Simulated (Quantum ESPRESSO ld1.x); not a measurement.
Results of a calculation; reference values are marked as such.
One sound ld1.x (Quantum ESPRESSO 7.5) input for neutral selenium gives E = -2426.7872 hartree in 26 iterations:

```
 &input
    zed=34.0,
    iswitch=1,
    rel=1,
    dft='PZ',
    config='[Ar] 3d10 4s2 4p4',
    prefix='ld1',
    max_out_wfc=37,
    file_charge='ld1.rho',
 /
```

Changed or added lines, one case at a time, and what came of them:

- atom='Xx' (without zed): crashed. The symbol names no element; the program warns, takes a nuclear charge of zero and dies without a result.
- xmin=-14.0: usable despite the warning. The mesh starts very near the nucleus, where rounding noise provokes warnings (final residual 1e-14); the energy differs from the default mesh by -1.15e-05 hartree, which is rather the error of the default start.
- config='[Ar] 3d10 4s2 4p4 5d-1': harmless. A negative occupation marks a state as unused; the result equals that of the sound run.
- rmax=1.0: not converged. The mesh cuts the orbital tails; the cycle ends with warnings and the numbers are not to be used.
- config='[Ar] 3d10 4s2 4p4 5g1': refused. The program stops in el_config with "l not found:G": the config string knows s, p, d and f alone.
- beta=0.005: not converged. So little new potential is mixed in that the limit of 200 iterations comes first; the energy is off by less than 1e-5 hartree.
- dft='R2SCAN': refused. The program stops in set_dft_from_name with "libxc needed for this functional": this build has no Libxc.
